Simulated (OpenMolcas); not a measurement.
## F³⁺: Slater's ratio, the spin-orbit constant, worked from levels

```json
{
  "Program": "OpenMolcas 26.06",
  "Basis": "ANO-RCC-VTZP [4s3p2d1f]",
  "Scalar Hamiltonian": "DKH2, point nucleus",
  "Active space": "4 electrons in 4 orbitals (2s 2p)",
  "State averaging": "2S+1 = 3 even, 3 roots; 2S+1 = 1 even, 6 roots; 2S+1 = 5 odd, 1 root; 2S+1 = 3 odd, 9 roots; 2S+1 = 1 odd, 8 roots",
  "Spin-orbit coupling": "state interaction with AMFI integrals over the reference wave functions, term energies averaged over their components"
}
```

Methods: CASSCF; SS-CASPT2, IPEA 0.25 Eh, imaginary shift 0.1 Eh (closed shells correlated: 1s). Measured levels: Moore, Atomic Energy Levels, vol. I, NSRDS-NBS 35 (1971 reprint of NBS Circular 467, 1949).

**Slater's ratio.** With one set of orbitals, p2 has 1D - 3P = 6 F2 and 1S - 1D = 9 F2 (F2 = F²/25), a ratio of 3/2. Term energies are centres of gravity, weighted by 2J + 1.

```json
{"Source": "CASSCF", "1D - 3P": "27315", "1S - 3P": "50444", "F2 from the first": "4552", "Ratio": "0.847"}
{"Source": "SS-CASPT2", "1D - 3P": "25294", "1S - 3P": "53370", "F2 from the first": "4216", "Ratio": "1.110"}
{"Source": "measured", "1D - 3P": "24825", "1S - 3P": "53128", "F2 from the first": "4138", "Ratio": "1.140"}
```

Energies in cm-1. A ratio away from 3/2 shows effects beyond one configuration with one set of orbitals, and in heavier atoms second-order spin-orbit shifts. In CASSCF the valence s occupation is 1.88 in 1S against 1.97 in 1D: mixing out of s² acts most on 1S and pulls it down.

**The spin-orbit constant.** For the Hund term 3P of p2, E(J) = (A/2) J(J+1) + constant and ζ = 2S·A = 2A. From J = 0 to J = 2 the energy changes by 3 A.

```json
{"Source": "CASSCF", "E(2) - E(0)": "653.4", "A": "217.8", "ζ": "436"}
{"Source": "SS-CASPT2", "E(2) - E(0)": "652.7", "A": "217.6", "ζ": "435"}
{"Source": "measured", "E(2) - E(0)": "613.4", "A": "204.5", "ζ": "409"}
```

All in cm-1. SS-CASPT2 is off by +6.4 % and CASSCF by +6.5 %. Both methods take the spin-orbit matrix elements from the reference wave functions, so the second can move ζ only through the term energies and any multistate remixing. Second-order mixing with other terms is absorbed into this ζ.

Computed and measured levels are paired by configuration, term and J; levels that our copy of the source lacks, or whose pairing is in doubt (as where it misses far off the trend of its configuration), stay unpaired and out of the deviations. Levels of configurations outside the active space are missing.
